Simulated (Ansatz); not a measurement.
```yaml
atoms:
  - { symbol: C, position_ang: [0.0010, -0.0253, 0.0431] }
  - { symbol: C, position_ang: [0.8453, 0.8902, 0.9151] }
  - { symbol: C, position_ang: [0.8940, -0.9083, -0.9265] }
  - { symbol: C, position_ang: [-0.8975, 0.8371, -0.8730] }
  - { symbol: C, position_ang: [-0.8736, -0.8530, 0.8461] }
  - { symbol: H, position_ang: [0.3215, 1.5526, 1.5348] }
  - { symbol: H, position_ang: [1.5377, 0.2280, 1.5496] }
  - { symbol: H, position_ang: [1.4850, 1.5416, 0.2670] }
  - { symbol: H, position_ang: [0.2391, -1.5610, -1.5125] }
  - { symbol: H, position_ang: [1.5217, -0.2358, -1.5620] }
  - { symbol: H, position_ang: [1.4860, -1.5205, -0.2831] }
  - { symbol: H, position_ang: [-1.4876, 0.2568, -1.5398] }
  - { symbol: H, position_ang: [-1.5706, 1.5654, -0.2862] }
  - { symbol: H, position_ang: [-0.2957, 1.5783, -1.5426] }
  - { symbol: H, position_ang: [-1.5488, -1.5642, 0.3117] }
  - { symbol: H, position_ang: [-0.2656, -1.5272, 1.4850] }
  - { symbol: H, position_ang: [-1.5459, -0.2995, 1.5756] }
```

Basis set: STO-3G (spherical functions). Frozen core: 5 orbitals. Charge 0, multiplicity 1.

Computed with Ansatz (development build ahead of 0.2.0); each method stands on the lowest determinant of its kind that the runs found. Restricted open shells among the atoms or ions are ROHF, correlated in semicanonical orbitals with singles.

(1) Give the atomization energy at this shape (free ground-state atoms in the same class of orbitals less the molecule, no zero-point energy) of singlet C₅H₁₂ by RHF-MP2, RHF.

Answers

(1)

```
 method  atomization energy
RHF-MP2            71.79 eV
    RHF            65.79 eV
```

Caution: no unrestricted run beside it, a lower state can exist; the shape is not the minimum.

This basis has no polarisation functions and is too small for such energies, which can lie far from measured ones in either direction.
